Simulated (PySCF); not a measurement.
PySCF input for Al(OH)3 (AlH₃O₃), SMILES [OH][Al]([OH])[OH], B3LYP-D3(BJ)/def2-SVP. Geometry optimised at B3LYP-D3(BJ)/def2-SVP. The isomer is the one that the SMILES or the coordinates give; other isomers of the formula were not compared. One conformer was computed; it need not be the lowest.

```python
import numpy as np
from pyscf import gto, scf, dft, df
from pyscf.hessian import thermo

mol = gto.M(
    atom='''
    Al   -0.00000000   -0.00000000    0.00000000
    O     1.60241397    0.56237910    0.00000000
    H     2.36957711   -0.01660988    0.00000000
    O    -0.31417240   -1.66892076    0.00000000
    H    -1.19917313   -2.04380904    0.00000000
    O    -1.28824157    1.10654166    0.00000000
    H    -1.17040398    2.06041892    0.00000000
    ''',
    basis='def2-SVP',
    charge=0,
    spin=0,
    max_memory=1600,
    verbose=3,
)
mf = dft.RKS(mol, xc='b3lyp').density_fit(auxbasis='def2-universal-jkfit')
mf.disp = 'd3bj'
mf.grids.level = 3
mf.conv_tol = 1e-11
mf.max_cycle = 100
mf.kernel()

# [left out here: the lines that compute and print the analytic Hessian (its translational invariance restored by hand, since the grid's response is missing), thermochemistry and intensities]
```

Output:

```
converged SCF energy = -469.841159081572

WARN: DFTD3 does not support analytical Hessian, using finite difference


WARN: Mole.unit (angstrom) is changed to Bohr

Mode                                 0                   1                   2
Irrep
Freq [cm^-1]                      233.4799            233.5206            280.1659
Reduced mass [au]                   3.8242              3.8254              2.3760
Force const [Dyne/A]                0.1228              0.1229              0.1099
Char temp [K]                     335.9256            335.9841            403.0963
Normal mode                   x     y     z       x     y     z       x     y     z
       0  Al                 0.03 -0.06 -0.00   -0.06 -0.03 -0.00   -0.00 -0.00  0.13
       1   O                -0.04  0.14  0.00   -0.08  0.00  0.00   -0.00  0.00 -0.05
       2   H                 0.12  0.35  0.00   -0.07  0.02  0.00   -0.00  0.00 -0.36
       3   O                -0.11 -0.04  0.00    0.10 -0.06  0.00    0.00 -0.00 -0.05
       4   H                -0.17  0.10  0.00    0.19 -0.27  0.00    0.00 -0.00 -0.36
       5   O                 0.08 -0.01  0.00    0.07  0.13  0.00    0.00  0.00 -0.05
       6   H                 0.20 -0.02  0.00    0.31  0.10  0.00    0.00  0.00 -0.36
Mode                                 3                   4                   5
Irrep
Freq [cm^-1]                      322.8852            338.3559            338.5110
Reduced mass [au]                   1.7211              1.1230              1.1230
Force const [Dyne/A]                0.1057              0.0757              0.0758
Char temp [K]                     464.5600            486.8188            487.0420
Normal mode                   x     y     z       x     y     z       x     y     z
       0  Al                -0.00 -0.00  0.08   -0.00 -0.00  0.00    0.00  0.00  0.00
       1   O                -0.00  0.00 -0.07   -0.00  0.00 -0.02    0.00  0.00 -0.07
       2   H                -0.00  0.00  0.43    0.00  0.00  0.45    0.00  0.00  0.63
       3   O                 0.00  0.00 -0.07   -0.00 -0.00 -0.05   -0.00  0.00  0.05
       4   H                 0.00 -0.00  0.43   -0.00 -0.00  0.32   -0.00  0.00 -0.70
       5   O                 0.00 -0.00 -0.07    0.00  0.00  0.07   -0.00 -0.00  0.02
       6   H                 0.00 -0.00  0.43    0.00  0.00 -0.76   -0.00 -0.00  0.08
Mode                                 6                   7                   8
Irrep
Freq [cm^-1]                      584.1610            601.9947            602.0352
Reduced mass [au]                   1.2457              1.3471              1.3470
Force const [Dyne/A]                0.2505              0.2876              0.2876
Char temp [K]                     840.4776            866.1363            866.1946
Normal mode                   x     y     z       x     y     z       x     y     z
       0  Al                -0.00  0.00 -0.00    0.01  0.02  0.00    0.02 -0.01  0.00
       1   O                -0.04 -0.05  0.00   -0.02 -0.09 -0.00    0.04  0.02 -0.00
       2   H                 0.30  0.42  0.00    0.43  0.54 -0.00   -0.02 -0.07 -0.00
       3   O                -0.03  0.06  0.00    0.04  0.00 -0.00   -0.06  0.08 -0.00
       4   H                 0.21 -0.47 -0.00   -0.08  0.28  0.00    0.25 -0.59 -0.00
       5   O                 0.06 -0.01  0.00   -0.08  0.01 -0.00   -0.06 -0.03 -0.00
       6   H                -0.51  0.05 -0.00    0.41 -0.04  0.00    0.56 -0.10  0.00
Mode                                 9                  10                  11
Irrep
Freq [cm^-1]                      707.3535            957.3257            957.3837
Reduced mass [au]                   4.8460              8.6257              8.6273
Force const [Dyne/A]                1.4286              4.6576              4.6591
Char temp [K]                    1017.7241           1377.3785           1377.4620
Normal mode                   x     y     z       x     y     z       x     y     z
       0  Al                 0.00  0.00 -0.00   -0.10  0.09 -0.00    0.09  0.10  0.00
       1   O                -0.13 -0.03  0.00    0.07  0.01  0.00   -0.11 -0.03 -0.00
       2   H                -0.19 -0.12  0.00    0.13  0.09  0.00   -0.14 -0.06  0.00
       3   O                 0.03  0.13  0.00   -0.01 -0.06  0.00   -0.04 -0.11 -0.00
       4   H                -0.00  0.23  0.00   -0.02 -0.05  0.00    0.00 -0.21 -0.00
       5   O                 0.09 -0.09  0.00    0.09 -0.10  0.00   -0.00 -0.01 -0.00
       6   H                 0.20 -0.11  0.00    0.18 -0.11 -0.00    0.06 -0.01 -0.00
Mode                                12                  13                  14
Irrep
Freq [cm^-1]                     3923.9272           3924.0353           3925.6756
Reduced mass [au]                   1.0675              1.0675              1.0684
Force const [Dyne/A]                9.6845              9.6850              9.7009
Char temp [K]                    5645.6576           5645.8132           5648.1732
Normal mode                   x     y     z       x     y     z       x     y     z
       0  Al                 0.00 -0.00 -0.00   -0.00 -0.00 -0.00    0.00 -0.00 -0.00
       1   O                -0.02  0.01  0.00    0.04 -0.03 -0.00    0.03 -0.02 -0.00
       2   H                 0.26 -0.19 -0.00   -0.59  0.42  0.00   -0.45  0.33  0.00
       3   O                 0.03  0.01  0.00    0.04  0.02  0.00   -0.03 -0.02  0.00
       4   H                -0.43 -0.19 -0.00   -0.58 -0.26 -0.00    0.51  0.23  0.00
       5   O                 0.00  0.05 -0.00   -0.00 -0.01  0.00    0.00  0.04 -0.00
       6   H                -0.08 -0.78  0.00    0.01  0.09 -0.00   -0.06 -0.56  0.00
temperature 298.1500 [K]
pressure 101325.00 [Pa]
Rotational constants [GHz] 6.50408 6.50408 3.25204
Symmetry number 3
Zero-point energy (ZPE) 0.04085 [Eh]   107250.063 [J/mol]
                           tot       elec      trans        rot        vib
Entropy [J/mol/K]       305.080      0.000    163.082     96.557     45.441
Cv [J/mol/K]             87.306      0.000     12.472     12.472     62.363
Cp [J/mol/K]             95.621      0.000     20.786     12.472     62.363
Internal energy [J/mol]                      3718.434   3718.434 115887.165
Internal energy [Eh]   -469.79419  -469.84116
Enthalpy [J/mol]                             6197.391   3718.434 115887.165
Enthalpy [Eh]          -469.79324
Gibbs free energy [J/mol]                  -42425.433 -25070.041 102339.010
Gibbs free energy [Eh] -469.82789
static polarisability / bohr^3: [[29.316  0.     0.   ]
 [ 0.    29.316  0.   ]
 [ 0.     0.    20.308]]
largest difference of analytic and finite-field dipole derivatives / e: 0.0010130116544062595
mode   freq/cm-1   IR/(km/mol)   Raman/(A^4/amu)   depolarisation
   1      233.48        31.829             1.277            0.750
   2      233.52        31.820             1.278            0.750
   3      280.17         6.237             0.000            0.747
   4      322.89       450.117             0.000            0.750
   5      338.36         0.002             1.036            0.750
   6      338.51         0.004             1.036            0.750
   7      584.16         0.001             2.419            0.056
   8      601.99       231.446             1.749            0.750
   9      602.04       231.471             1.752            0.750
  10      707.35         0.000            11.085            0.059
  11      957.33       153.285             1.566            0.750
  12      957.38       153.218             1.563            0.750
  13     3923.93       123.669            55.409            0.750
  14     3924.04       123.764            55.458            0.750
  15     3925.68         0.002           196.606            0.095
max |gradient| / (hartree/bohr): 7.018410615055253e-05
APT charges: [ 1.6353 -0.8462  0.3011 -0.8463  0.3012 -0.8463  0.3011]
```

The run converged.
